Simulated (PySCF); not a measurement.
Zr(O)2 cation (O₂Zr), SMILES [O]=[Zr]=[O] (connectivity only; charge and spin as stated), charge +1, multiplicity 2.

The structure is a stationary point at PBE-D3(BJ)/def2-TZVP. The multiplicity is an assumed one; other spin states were not compared. The isomer is the one that the SMILES or the coordinates give; other isomers of the formula were not compared. The def2 effective core potentials stand for the cores of Zr; spin–orbit coupling is left out.

Calculation: PBE-D3(BJ)/def2-TZVP in PySCF.

Frequencies are harmonic and unscaled.

```json
[
 {"mode": "1", "ν (cm⁻¹)": "185", "IR (km/mol)": "11.8", "moving atoms (share of kinetic energy)": "O 88 %, Zr 12 %"},
 {"mode": "2", "ν (cm⁻¹)": "510", "IR (km/mol)": "4.0", "moving atoms (share of kinetic energy)": "O 84 %, Zr 16 %"},
 {"mode": "3", "ν (cm⁻¹)": "886", "IR (km/mol)": "52.3", "moving atoms (share of kinetic energy)": "O 86 %, Zr 14 %"}
]
```
